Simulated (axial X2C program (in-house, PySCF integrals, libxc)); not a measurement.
Outer orbitals of TiGa at 2.470 Å, HF

Calculated with an in-house all-electron X2C program for linear molecules (integrals from PySCF). Spin-free means the one-electron spin-free X2C Hamiltonian; two-component (2c) means X2C with spin–orbit coupling and atomic mean-field two-electron Coulomb and Gaunt terms, so the difference of the two also holds small scalar two-electron terms. Basis: Ga dyall-cv3z [9s9p7d4f1g], Ti dyall-cv3z [10s10p6d4f2g] (cores contracted in-house); Gaussian nuclei, density fitting, unrestricted open shells. Masses: Ga 68.926 u, Ti 47.948 u.

The distance is close to the 2c PBE0 minimum; the highest filled and lowest empty levels are listed.

Spin-free orbitals, state M_S = 5/2, Λ = 2 (beyond evenly filled blocks: 2 × σα, π+α, π-α, δ+α) (Löwdin shares):

```json
{"symmetry": "σα", "occupied": "yes", "ε (eV)": "-31.16", "atomic character": "100% Ga d"}
{"symmetry": "σβ", "occupied": "yes", "ε (eV)": "-31.13", "atomic character": "100% Ga d"}
{"symmetry": "π+α", "occupied": "yes", "ε (eV)": "-31.11", "atomic character": "100% Ga d"}
{"symmetry": "π-α", "occupied": "yes", "ε (eV)": "-31.10", "atomic character": "100% Ga d"}
{"symmetry": "π+β", "occupied": "yes", "ε (eV)": "-31.08", "atomic character": "100% Ga d"}
{"symmetry": "π-β", "occupied": "yes", "ε (eV)": "-31.08", "atomic character": "100% Ga d"}
{"symmetry": "δ-α", "occupied": "yes", "ε (eV)": "-31.00", "atomic character": "100% Ga d"}
{"symmetry": "δ+α", "occupied": "yes", "ε (eV)": "-31.00", "atomic character": "100% Ga d"}
{"symmetry": "δ-β", "occupied": "yes", "ε (eV)": "-30.96", "atomic character": "100% Ga d"}
{"symmetry": "δ+β", "occupied": "yes", "ε (eV)": "-30.96", "atomic character": "100% Ga d"}
{"symmetry": "σα", "occupied": "yes", "ε (eV)": "-14.31", "atomic character": "48% Ga s, 28% Ti d, 13% Ti s"}
{"symmetry": "δ+α", "occupied": "yes", "ε (eV)": "-11.94", "atomic character": "100% Ti d"}
{"symmetry": "σα", "occupied": "yes", "ε (eV)": "-11.42", "atomic character": "73% Ti d, 13% Ga s, 8% Ti s"}
{"symmetry": "σβ", "occupied": "yes", "ε (eV)": "-10.59", "atomic character": "63% Ga s, 14% Ti p, 11% Ti s"}
{"symmetry": "σα", "occupied": "yes", "ε (eV)": "-6.94", "atomic character": "49% Ti s, 27% Ga p, 15% Ti p"}
{"symmetry": "π+α", "occupied": "yes", "ε (eV)": "-6.27", "atomic character": "48% Ga p, 26% Ti p, 21% Ti d"}
{"symmetry": "π-α", "occupied": "yes", "ε (eV)": "-6.10", "atomic character": "53% Ga p, 25% Ti p, 18% Ti d"}
{"symmetry": "σα", "occupied": "no", "ε (eV)": "-0.27", "atomic character": "42% Ga p, 36% Ti p, 15% Ti s"}
{"symmetry": "σβ", "occupied": "no", "ε (eV)": "-0.08", "atomic character": "53% Ti s, 32% Ti p, 14% Ga p"}
{"symmetry": "π+α", "occupied": "no", "ε (eV)": "0.62", "atomic character": "71% Ti p, 23% Ti d, 4% Ga p"}
{"symmetry": "π-α", "occupied": "no", "ε (eV)": "0.70", "atomic character": "74% Ti p, 19% Ti d, 5% Ga p"}
```

Spinors with spin–orbit coupling (state Ω = 1/2):

| ω | occupied | ε (eV) | atomic character | λ mixture |
| --- | --- | --- | --- | --- |
| -1/2 | yes | -31.44 | 100% Ga d | 58% π, 42% σ |
| 1/2 | yes | -31.43 | 100% Ga d | 52% π, 48% σ |
| -3/2 | yes | -31.34 | 100% Ga d | 74% δ, 26% π |
| 3/2 | yes | -31.31 | 100% Ga d | 69% δ, 31% π |
| 1/2 | yes | -30.94 | 100% Ga d | 52% σ, 48% π |
| -1/2 | yes | -30.93 | 100% Ga d | 58% σ, 42% π |
| 3/2 | yes | -30.88 | 100% Ga d | 69% π, 31% δ |
| -3/2 | yes | -30.87 | 100% Ga d | 74% π, 26% δ |
| 5/2 | yes | -30.82 | 100% Ga d | 100% δ |
| -5/2 | yes | -30.77 | 100% Ga d | 100% δ |
| 1/2 | yes | -14.30 | 48% Ga s, 28% Ti d, 13% Ti s | 100% σ |
| -3/2 | yes | -11.97 | 100% Ti d | 100% δ |
| 1/2 | yes | -11.43 | 73% Ti d, 13% Ga s, 8% Ti s | 100% σ |
| -1/2 | yes | -10.60 | 63% Ga s, 14% Ti p, 11% Ti s | 100% σ |
| 1/2 | yes | -6.93 | 49% Ti s, 27% Ga p, 15% Ti p | 100% σ |
| -1/2 | yes | -6.31 | 49% Ga p, 26% Ti p, 21% Ti d | 99% π, 1% σ |
| 3/2 | yes | -6.07 | 53% Ga p, 25% Ti p, 18% Ti d | 100% π |
| 1/2 | no | -0.26 | 43% Ga p, 36% Ti p, 15% Ti s | 100% σ |
| -1/2 | no | -0.07 | 52% Ti s, 32% Ti p, 14% Ga p | 100% σ |
| -1/2 | no | 0.61 | 71% Ti p, 22% Ti d, 5% Ga p | 98% π, 2% σ |
| 3/2 | no | 0.70 | 74% Ti p, 20% Ti d, 5% Ga p | 100% π |

Mulliken charges and populations of the two-component result (they depend on the basis, above all on diffuse functions):

Ga -0.10 e (s 7.78 p 13.29 d 10.02), Ti 0.10 e (s 6.89 p 12.63 d 2.36 f 0.02). ⟨Lz⟩ = -1.99 ħ and ⟨Sz⟩ = 2.49 ħ (0.65 and 1.85 on the two atoms), which add up to Ω.

The state is one determinant whose occupation by symmetry is held fixed; it was picked as the lowest of a PBE0 search that is not exhaustive. Other states lie close and PBE0, whose exact exchange favours high spin, may order them wrongly; the determinant shown need not be the ground state. The nearest other spin-free determinant of the search, M_S = 3/2, Λ = 2, lies 0.20 eV up at the distance of the search. Where the spin of this state cannot come from the lowest atoms of a level, the curve heads to a higher limit and no De is given. With several unpaired electrons one determinant need not be a pure state. The stretched end of a curve changes character and is left out.
